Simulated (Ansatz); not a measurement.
Abridged output of a molecular run in Ansatz:

```
Functional definition: HF
1040 factors; integrals over basis functions are off by at most 1.2e-3 eV
mean field evaluation 1: about -21820.7796 eV, gradient 4.9e1 eV
mean field evaluation 2: about -21820.8845 eV, gradient 4.9e1 eV
mean field evaluation 4: about -21825.8392 eV, gradient 2.6e0 eV
mean field evaluation 8: about -21825.9034 eV, gradient 1.5e-1 eV
mean field -21825.90361509 eV, -802.0871637257 hartree, gradient 1.4e-6 eV, S^2 0.000000; 0 other end points of the search recorded, 0 dependent functions left out
12 core orbitals not correlated: weight in the atoms' cores, before any rotation towards them, 1.000 or more for the frozen orbitals, at most 0.000 for the correlated occupied ones
reference -21825.90361509 eV, -802.0871637257 hartree; 21, 21 occupied and 68, 68 virtual orbitals, 1040 factors
second order -20.89842745 eV of doubles, -0.00000000 eV of singles
cycle   1  -21.02028847 eV  change   -1.2e-1 eV  update   1.3e-1
cycle   2  -21.55064488 eV  change   -5.3e-1 eV  update   4.1e-2
cycle   3  -21.71699458 eV  change   -1.7e-1 eV  update   2.2e-2
cycle   4  -21.70975846 eV  change    7.2e-3 eV  update   4.9e-3
cycle   5  -21.70451983 eV  change    5.2e-3 eV  update   2.1e-3
cycle   6  -21.70474869 eV  change   -2.3e-4 eV  update   5.6e-4
cycle   7  -21.70463900 eV  change    1.1e-4 eV  update   2.0e-4
cycle   8  -21.70449414 eV  change    1.4e-4 eV  update   6.7e-5
cycle   9  -21.70448559 eV  change    8.6e-6 eV  update   2.6e-5
perturbative correction -0.39934292 eV, -0.0146755818 hartree
Total energy: -21848.00744360 eV, -802.8994644411 hartree
```

Its atoms:

Z-matrix (Å, degrees):
```
Sn
F 1 1.903
F 1 1.903 2 103.4
F 1 1.903 2 103.4 3 107.5
Si 1 2.561 2 114.9 3 -126.1
H 5 1.479 1 106.6 2 -179.7
H 5 1.480 1 106.5 2 -59.7
H 5 1.480 1 106.3 2 60.3
```

Question: Which basis set was used?
A. def2-TZVPP
B. def2-TZVPPD
C. cc-pV(Q+d)Z
D. def2-SVP

Answer: D. It gives 101 functions.

Question: Write the keys of the input that set method, charge and spin (a neutral closed shell needs none for the last two).

Answer: 
```yaml
correlation: {method: ccsd_t}
```
